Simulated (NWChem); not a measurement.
System: C2F5, doublet; SMILES F[C](C(F)(F)F)F

Parts of the log:

```
             Northwest Computational Chemistry Package (NWChem) 7.3.0
             --------------------------------------------------------

 CS  symmetry detected

                             Geometry "geometry" -> ""
                             -------------------------

 Output coordinates in angstroms (scale by  1.889725989 to convert to a.u.)

  No.       Tag          Charge          X              Y              Z
 ---- ---------------- ---------- -------------- -------------- --------------
    1 F                    9.0000     0.00118217     1.51773972    -1.10333600
    2 C                    6.0000    -0.35479800     0.87077397     0.00000000
    3 F                    9.0000     0.00118217     1.51773972     1.10333600
    4 C                    6.0000    -0.02042946    -0.61076180     0.00000000
    5 F                    9.0000     1.31843706    -0.82756496     0.00000000
    6 F                    9.0000    -0.53532488    -1.19062797     1.09680600
    7 F                    9.0000    -0.53532488    -1.19062797    -1.09680600

 Effective nuclear repulsion energy (a.u.)     342.4593046805

      Symmetry information
      --------------------

 Group name             Cs
 Group number              2
 Group order               2
 No. of unique centers     5

                                 NWChem DFT Module
                                 -----------------

 Summary of "ao basis" -> "ao basis" (spherical)
 ------------------------------------------------------------------------------
       Tag                 Description            Shells   Functions and Types
 ---------------- ------------------------------  ------  ---------------------
 F                          def2-svp                 6       14   3s2p1d
 C                          def2-svp                 6       14   3s2p1d

      Symmetry analysis of basis
      --------------------------

        a'         58
        a"         40

            General Information
            -------------------
          SCF calculation type: DFT
          Wavefunction type:  spin polarized.
          No. of atoms     :     7
          No. of electrons :    57
           Alpha electrons :    29
            Beta electrons :    28
          Charge           :     0
          Spin multiplicity:     2
          Use of symmetry is: on ; symmetry adaption is: on
          Maximum number of iterations: 200
          AO basis - number of functions:    98
                     number of shells:    42
          Convergence on energy requested:  1.00D-06
          Convergence on density requested:  1.00D-05
          Convergence on gradient requested:  5.00D-04

              XC Information
              --------------
                  TPSS metaGGA Exchange Functional  1.000
             TPSS03 metaGGA Correlation Functional  1.000

             Grid Information
             ----------------
          Grid used for XC integration:  medium
          Radial quadrature: Mura-Knowles
          Angular quadrature: Lebedev.
          Tag              B.-S. Rad. Rad. Pts. Rad. Cut. Ang. Pts.
          ---              ---------- --------- --------- ---------
          F                   0.50       49           8.0       434
          C                   0.70       49           7.0       434
          Grid pruning is: on
          Number of quadrature shells:   245
          Spatial weights used:  Erf1

      Superposition of Atomic Density Guess
      -------------------------------------

 Sum of atomic energies:        -571.71217789

      Non-variational initial energy
      ------------------------------

 Total energy =    -573.567610
 1-e energy   =   -1479.280098
 2-e energy   =     563.253183
 HOMO         =      -0.090032
 LUMO         =       0.217780

   Symmetry analysis of molecular orbitals - initial alpha
   -------------------------------------------------------

  Numbering of irreducible representations:

     1 a'          2 a"

  Orbital symmetries:

     1 a'          2 a"          3 a'          4 a"          5 a'
     6 a'          7 a'          8 a'          9 a'         10 a"
    11 a'         12 a"         13 a'         14 a'         15 a"
    16 a'         17 a'         18 a"         19 a'         20 a'
    21 a"         22 a'         23 a"         24 a"         25 a'
    26 a"         27 a"         28 a'         29 a'         30 a"
    31 a'         32 a'         33 a'         34 a'         35 a"
    36 a'         37 a'         38 a'         39 a"

   Symmetry analysis of molecular orbitals - initial beta
   ------------------------------------------------------

  Numbering of irreducible representations:

     1 a'          2 a"

  Orbital symmetries:

     1 a'          2 a"          3 a'          4 a"          5 a'
     6 a'          7 a'          8 a'          9 a'         10 a"
    11 a'         12 a"         13 a'         14 a'         15 a"
    16 a'         17 a'         18 a"         19 a'         20 a'
    21 a"         22 a'         23 a"         24 a"         25 a'
    26 a"         27 a"         28 a'         29 a'         30 a"
    31 a'         32 a'         33 a'         34 a'         35 a"
    36 a'         37 a'         38 a'         39 a"

[...]

                         DFT ENERGY GRADIENTS

    atom               coordinates                        gradient
                 x          y          z           x          y          z
   1 F       0.002234   2.868112  -2.085003   -0.000933  -0.000940   0.001005
   2 C      -0.670471   1.645524   0.000000    0.002566   0.001704   0.000000
   3 F       0.002234   2.868112   2.085003   -0.000933  -0.000940  -0.001005
   4 C      -0.038606  -1.154172   0.000000   -0.000981  -0.001132   0.000000
   5 F       2.491485  -1.563871   0.000000    0.000294   0.000576   0.000000
   6 F      -1.011617  -2.249961   2.072663   -0.000007   0.000366   0.000179
   7 F      -1.011617  -2.249961  -2.072663   -0.000007   0.000366  -0.000179
```

Level: TPSS/def2-SVP, spin-unrestricted. In the optimisation the excess spin sits in a' (Cs, its own frame). Structure relaxed at the PBE-D3(BJ)/def2-SVP, spin-unrestricted level. No stability test was run on the SCF state.

Q: Reconstruct the input file.

A: One answer among several that fit: the input that was run:
```
start job
memory heap 200 mb stack 900 mb global 1100 mb
geometry units angstroms noautoz
  F      0.027664    -1.517440    -1.103336
  C     -0.338717    -0.876307     0.000000
  F      0.027664    -1.517440     1.103336
  C     -0.028316     0.610435     0.000000
  F      1.306875     0.848830     0.000000
  F     -0.552508     1.181911     1.096806
  F     -0.552508     1.181911    -1.096806
end
basis spherical
  * library def2-svp
end
dft
  odft
  mult 2
  xc xtpss03 ctpss03
  iterations 200
  convergence diis 3
end
task dft gradient
```
